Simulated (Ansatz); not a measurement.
C$_{3}$H$_{9}$BO$_{3}$, charge +1, doublet, at a GFN2-xTB geometry of the parent state (a state made from the parent by changing its charge; the spin is typed, not shown lowest); B3LYP/6-31G (Ansatz, a program for electronic structure).

Ansatz was given this input:
Ansatz 0.2 input:
```yaml
crystal:
  periodic: [false, false, false]
  atoms:
    - {symbol: B, position_ang: [-0.50037593, 0.35513547, 0.52856543]}
    - {symbol: O, position_ang: [0.88825787, 0.87656239, 0.24811179]}
    - {symbol: C, position_ang: [1.08572997, 2.22826773, 0.07685660]}
    - {symbol: H, position_ang: [0.86040822, 2.79175450, 0.99271732]}
    - {symbol: H, position_ang: [2.12597834, 2.38737002, -0.22267060]}
    - {symbol: H, position_ang: [0.43259254, 2.61507008, -0.71802856]}
    - {symbol: O, position_ang: [-0.43931359, -0.97239146, 1.10454057]}
    - {symbol: C, position_ang: [0.71266937, -1.72533019, 0.93342794]}
    - {symbol: H, position_ang: [1.58828818, -1.15805606, 1.27703718]}
    - {symbol: H, position_ang: [0.60419229, -2.65897979, 1.48994227]}
    - {symbol: H, position_ang: [0.89283781, -1.95286996, -0.13068918]}
    - {symbol: O, position_ang: [-0.99676070, 0.32710654, -0.91042295]}
    - {symbol: C, position_ang: [-1.14672262, -0.85682507, -1.59046218]}
    - {symbol: H, position_ang: [-0.16750167, -1.31479700, -1.82019329]}
    - {symbol: H, position_ang: [-1.73558629, -1.58554706, -1.01973395]}
    - {symbol: H, position_ang: [-1.62685866, -0.62651693, -2.54797756]}
basis:
  gaussian:
    orbitals: 6-31G
hamiltonian:
  xc: b3lyp
total_charge: 1
magnetization: {spin_polarized: true, initial_magnetization: 1}
```

It wrote (shortened):

```
Functional definition: B3LYP
1020 factors; integrals over basis functions are off by at most 1.9e-4 eV
mean field evaluation 1: about -10047.4183 eV, gradient 6.1e1 eV
mean field evaluation 2: about -10006.1429 eV, gradient 1.1e2 eV
mean field evaluation 4: about -10062.0541 eV, gradient 1.4e1 eV
mean field evaluation 8: about -10062.8616 eV, gradient 9.4e-1 eV
mean field evaluation 16: about -10063.1641 eV, gradient 1.3e-2 eV
mean field evaluation 32: about -10063.0379 eV, gradient 2.7e0 eV
mean field -10063.16408784 eV, -369.8144591706 hartree, gradient 2.4e-5 eV, S^2 0.761145; 3 other end points of the search recorded, 0 dependent functions left out
reference -10063.16430439 eV, -369.8144671284 hartree; 28, 27 occupied and 53, 54 virtual orbitals, 1020 factors
Total energy: -10063.16430439 eV, -369.8144671284 hartree
```
